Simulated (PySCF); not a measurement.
Run times: technetium in even-tempered 22s16p11d5f5g

Measured wall times of calculations with PySCF 2.14 in an even-tempered Gaussian basis (22 s from 0.11 bohr⁻², ratio 2.5; 16 p from 0.14 bohr⁻², ratio 2.5; 11 d from 0.14 bohr⁻², ratio 2.5; 5 f from 0.58 bohr⁻², ratio 2.7; 5 g from 0.87 bohr⁻², ratio 2.7), with scalar relativity by spin-free X2C-1e, run from one Python driver. Hardware: 1 thread of Neoverse-V1 on a shared host, 3 GiB allowed. The two-electron integrals over 205 functions were computed once and kept in memory (3.6 CPU seconds with the set-up); the times below exclude them. Kohn-Sham runs start from converged Hartree-Fock orbitals.

Launch command (the driver calls PySCF for each step listed in the task file):

```bash
OMP_NUM_THREADS=1 python atomrun2.py TASK.json OUT
```

```
      species                           step  iterations  wall time (s)
Tc⁵⁺ [Kr] 4d2  UHF with spin-orbit constants           6             67
Tc⁵⁺ [Kr] 4d2                            LDA           6            6.2
Tc⁵⁺ [Kr] 4d2                            PBE           6              8
Tc⁵⁺ [Kr] 4d2                         r2SCAN           6             22
Tc⁵⁺ [Kr] 4d2             MP2 (10 electrons)                         11
Tc⁶⁺ [Kr] 4d1  UHF with spin-orbit constants           6             66
Tc⁶⁺ [Kr] 4d1                            LDA           6            6.2
Tc⁶⁺ [Kr] 4d1                            PBE           6            7.9
Tc⁶⁺ [Kr] 4d1                           PBE0           6             23
Tc⁶⁺ [Kr] 4d1                         r2SCAN           6             22
Tc⁶⁺ [Kr] 4d1              MP2 (9 electrons)                         11
```

Roughly how long does PBE0 take for Tc⁵⁺ [Kr] 4d2 here?

About 23 s.

Peak memory of the process: 2.2 GiB. Times on a shared host vary from run to run.
